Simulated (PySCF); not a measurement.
## WF2, quintet: molecular constants

Computed with PySCF, UPBE0, basis W def2-TZVP with ECP60, F def2-TZVP (scalar-relativistic core potentials, no spin–orbit coupling, density fitting).

The structure is a minimum.

Coordinates in bohr (charge 0 multiplicity 5):
```
W     0.0000    0.0000   -0.2004
F     3.3507    0.0000    0.9909
F    -3.3507    0.0000    0.9909
```

| Quantity | Value |
| --- | --- |
| Point group | C2v |
| Bond lengths | W–F 1.882 Å (×2) |
| Bond angles | F–W–F 140.9° |
| Lowest empty level (β) | -2.75 eV |
| Heat capacity Cp at 298.15 K | 48.9 J/(mol K) |
| Atomisation energy without zero-point energy | 1096 kJ/mol |
| Spin squared ⟨S²⟩ | 6.008 |
| Rotational constants | 1.347, 0.1411, 0.1277 cm⁻¹ |
| Principal quadrupole moments (Buckingham, traceless) about the centre of mass | -9.34, 4.58, 4.76 D Å |
| Enthalpy at 298.15 K above 0 K | 12.44 kJ/mol |
| Dipole moment | 1.51 D |
| Zero-point energy | 8.6 kJ/mol |
| Entropy at 298.15 K and 1 bar (electronic part: spin only) | 299.2 J/(mol K) |
| Highest occupied level (α) | -5.79 eV |
| Rotational symmetry number | 2 |
| Principal polarisabilities | 39.8, 40.4, 42.5 bohr³ |

Harmonic modes (masses in u: W 183.951, F 18.998):
| symmetry | ω (cm⁻¹) | IR (km/mol) |
| --- | --- | --- |
| a1 | 117 | 4.2 |
| b2 | 652 | 199 |
| a1 | 670 | 29.3 |

In C2v the vibrations span 2a1 + b2. Here b1 is antisymmetric to the molecular plane and b2 lies in it.

Charges (e):
| atom | Mulliken | Löwdin | polar tensor | spin (Mulliken) | Mayer order to W1 |
| --- | --- | --- | --- | --- | --- |
| W1 | 0.85 | 0.57 | 1.23 | 4.01 | – |
| F2,3 | -0.42 | -0.28 | -0.61 | 0.00 | 0.94 |

Mulliken populations on W1 (electrons outside its core potential): s 2.77, p 6.21, d 4.10, f 0.08.

Outer orbital energies (eV). α occupied: -12.64, -12.01, -11.90, -11.67, -7.27, -7.17, -7.15, -5.79; empty: -2.40, -0.62, -0.47, 1.02. β occupied: -13.45, -12.51, -11.89, -11.80, -11.65, -11.50; empty: -2.75, -1.41, -1.41, -0.93.

Formally W is in oxidation state +2, d4, with 4 unpaired electrons (the high-spin count). The Mulliken spin on W is 4.01. The polar-tensor charge on W, 1.23, is below the formal one.

Other isomers or separated fragments may lie lower. Open d and f shells are described by one determinant, and the ground state may have another occupation or spin. Spin–orbit coupling, left out here, can matter for elements this heavy.

The final relaxation and frequency run took of the order of 110 core-seconds on a shared host.
